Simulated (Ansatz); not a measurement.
Reaction (formal exchange of groups at the Al–Br bond): `F[CH2][AlH][Br]` + GeH₄ → `F[CH2][AlH][GeH3]` + HBr

Gas-phase electronic energies from Ansatz, PBE0-D4/def2-TZVP geometries. CCSD(T)/CBS is the MP2 limit (def2-TZVPP, def2-QZVPP) plus CCSD(T) − MP2 in def2-TZVPP, frozen cores. Functionals use def2-TZVPP. For Br, Ge outer-core shells are correlated without core-valence functions, which leaves a few kJ/mol of doubt a bond. Scalar relativity is left out up to krypton. Each species was taken in one conformer, which may not be the lowest.

`F[CH2][AlH][Br]`:

Cartesian coordinates in Å:
```
F 1.143 0.259 1.471
C 0.044 -0.347 0.872
Al -0.245 0.240 -0.992
Br 1.151 1.747 -1.906
H -0.840 -0.134 1.489
H 0.187 -1.435 0.920
H -1.439 -0.329 -1.854
```

GeH₄:

Cartesian coordinates in Å:
```
Ge 0.000 0.000 0.000
H 0.309 -0.802 -1.271
H -1.172 -0.653 0.744
H -0.374 1.438 -0.382
H 1.237 0.017 0.908
```

`F[CH2][AlH][GeH3]`:

Cartesian coordinates in Å:
```
F 2.123 -0.671 -0.179
C 1.102 -1.248 -0.942
Al -0.656 -0.425 -0.541
Ge -0.775 1.382 1.143
H 1.374 -1.139 -2.001
H 1.105 -2.328 -0.742
H -1.915 -0.978 -1.341
H -2.210 1.883 1.397
H -0.207 0.923 2.500
H 0.059 2.603 0.706
```

HBr:

```xyz
2

Br    0.337    0.597   -0.185
H    -0.337   -0.597    0.185
```

```json
{"species": "`F[CH2][AlH][Br]`", "B2PLYP energy (Eh)": "-2955.86253"}
{"species": "GeH₄", "B2PLYP energy (Eh)": "-2079.01202"}
{"species": "`F[CH2][AlH][GeH3]`", "B2PLYP energy (Eh)": "-2460.44693"}
{"species": "HBr", "B2PLYP energy (Eh)": "-2574.37376"}
```

Work out ΔE.

ΔE = (-2460.44693) + (-2574.37376) − (-2955.86253) − (-2079.01202) = 0.05386 Eh = +33.8 kcal/mol. CCSD(T)/CBS gives +33.2 kcal/mol.

Largest T1 diagnostic among the species: 0.012.

From PBE to PBE0 (25 % exact exchange), in def2-TZVPP and without D4, ΔE moves by +1.6 kcal/mol. In def2-TZVPP, CCSD(T) changes the Hartree–Fock value by −5.0 kcal/mol (the triples alone add −0.3 kcal/mol) and MP2 by −2.9 kcal/mol.
